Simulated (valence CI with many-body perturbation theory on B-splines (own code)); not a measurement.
**Which ion has this spectrum?**

A relativistic CI+MBPT calculation for an atom or ion with 7 electrons gives these levels (Ry):

| J | Parity | E | g |
| --- | --- | --- | --- |
| 3/2 | odd | 0.00 | 1.33 |
| 3/2 | odd | 51.98 | 1.44 |
| 5/2 | odd | 53.60 | 1.17 |
| 1/2 | odd | 56.63 | 0.63 |
| 5/2 | even | 72.38 | 1.46 |
| 1/2 | even | 78.76 | 2.03 |
| 3/2 | even | 78.87 | 1.18 |
| 3/2 | odd | 108.72 | 1.29 |
| 3/2 | even | 126.06 | 1.58 |
| 5/2 | even | 128.82 | 1.28 |
| 1/2 | even | 132.50 | 1.37 |
| 3/2 | even | 133.22 | 1.03 |
| 3/2 | odd | 155.75 | 1.31 |
| 1/2 | even | 185.72 | 1.84 |

The energies are calculated, and their last digits are not significant.

(1) Which is it?
A. Gd57+
B. Pm54+
C. Dy59+
D. Eu56+

Answers

(1) A. Gd57+, ground level (2s^2 2p1/2^2 2p3/2) J=3/2.
